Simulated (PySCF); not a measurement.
A small calculation by hand: oscillator strength and radiative lifetime

C3H6OSi2, SMILES [Si@@H]1(C=O)[SiH2]C=C1.

The structure is a stationary point at PBE0-D3(BJ)/def2-SVP. The structure was generated by enumeration; whether it is a known compound was not checked. The values are those of a single conformer.

TDDFT-M06-2X/def2-SVPD run with PySCF puts the first singlet state with f over 0.02 at 5.87 eV (vertical), with the transition dipole (-0.988, -0.033, 0.097) in atomic units.

**Question.** Find the oscillator strength, the wavelength and the radiative lifetime that this transition would have in vacuum if emission retraced absorption.

**Answer.** 
|μ|² = 0.9866 au, so |μ| = 2.52 D. ΔE = 5.87/27.211 = 0.2157 hartree. f = (2/3) ΔE |μ|² = 0.142 (the program prints 0.142).
λ = 1239.84/5.87 = 211 nm; ν = 47345 cm⁻¹.
Einstein's coefficient A = 0.6670 ν² f s⁻¹ (ν in cm⁻¹) = 2.1e8 s⁻¹, so τ = 1/A = 4.7 ns. This state is S4; the lower singlets have f = 0.001, 0.002, 0.018. The figure is the radiative limit of this one transition; relaxation, internal conversion, crossing to triplets and a medium change what is measured.
